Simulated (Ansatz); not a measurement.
A search over several starts for the lowest SCF solution of [Cu(OH)2]- (CuO₂H₂⁻) at the given spin, in a small basis.

```yaml
crystal:
  periodic: [false, false, false]
  atoms:
    - {symbol: Cu, position_ang: [-0.187074, -0.093362, 0.003171]}
    - {symbol: O, position_ang: [-0.283753, 0.010916, 1.818370]}
    - {symbol: H, position_ang: [0.013574, 0.896601, 2.061118]}
    - {symbol: O, position_ang: [-0.211198, -0.257943, -1.809977]}
    - {symbol: H, position_ang: [0.668452, -0.556212, -2.072692]}
basis:
  gaussian: {orbitals: def2-SVP, initial_orbitals: start.molden}
total_charge: -1
hamiltonian: {xc: pbe0, dispersion: d4}
output: {orbitals: {seedname: orbitals}}
```

The file start.molden holds the orbitals of an earlier run on this structure, at another level or in another basis.

```sh
$ ansatz run in.yaml --threads 4 --pin off --events-out ev --progress --plain --max-ram 3916MiB
```

Output, abridged:

```
Functional definition: PBE0
710 factors; integrals over basis functions are off by at most 7.0e-4 eV
mean field evaluation 1: about -48747.1104 eV, gradient 1.7e1 eV
mean field evaluation 2: about -48747.7087 eV, gradient 6.3e-1 eV
mean field evaluation 4: about -48747.8856 eV, gradient 3.5e-3 eV
mean field evaluation 8: about -48739.3409 eV, gradient 7.7e1 eV
mean field evaluation 16: about -48747.8855 eV, gradient 1.1e-1 eV
mean field -48747.88557452 eV, -1791.4517523601 hartree, gradient 4.1e-5 eV, S^2 0.000000; 1 other end points of the search recorded, 0 dependent functions left out
reference -48747.88561716 eV, -1791.4517539272 hartree; 24, 24 occupied and 45, 45 virtual orbitals, 710 factors
Total energy: -48747.94195423 eV, -1791.4538242762 hartree
```

Run time 0.75 s (4 threads of Arm Neoverse V2 on a shared host).

The restricted singlet is unstable towards broken spin symmetry in Hartree–Fock (as tested in another run); at PBE0-D4/def2-SVP this wasn't settled. The highest occupied level of the charge -1 singlet lies above zero (up to 0.21 eV). By energy differences its removal costs 2.85 eV (vertical, to the charge 0 doublet, at PBE0-D4/def2-TZVPD), and other spins of that charge weren't run.
